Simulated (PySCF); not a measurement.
Values are calculated unless marked as measured or tabulated.
For a regular octahedral d8 complex 10Dq is 3417 cm⁻¹, Racah B 1278 cm⁻¹ and C 4717 cm⁻¹.

Problem. Which are the lowest 9 multiplets of ligand-field theory, and at what energies?

Solution. 
| state | E / cm⁻¹ | E/B | CASSCF root / cm⁻¹ |
| --- | --- | --- | --- |
| 3A2g | 0 | 0.0 | 0 |
| 3T2g | 3417 | 2.7 | 3318 |
| 3T1g | 6042 | 4.7 | 5875 |
| 1Eg | 17710 | 13.9 | 17604 |
| 1T2g | 20412 | 16.0 | 20285 |
| 3T1g | 23378 | 18.3 | 23260 |
| 1A1g | 27208 | 21.3 | 27090 |
| 1T1g | 28186 | 22.1 | 28048 |
| 1Eg | 29718 | 23.3 | 29610 |

Δ/B = 2.7 on the Tanabe–Sugano diagram. The parameters were fitted to the CASSCF roots of [NiCl6]4-, shown in the last column; over these levels the model misses the roots by 117 cm⁻¹ rms. CASSCF lacks dynamic correlation, so its B and C lie well above those fitted to measured bands.
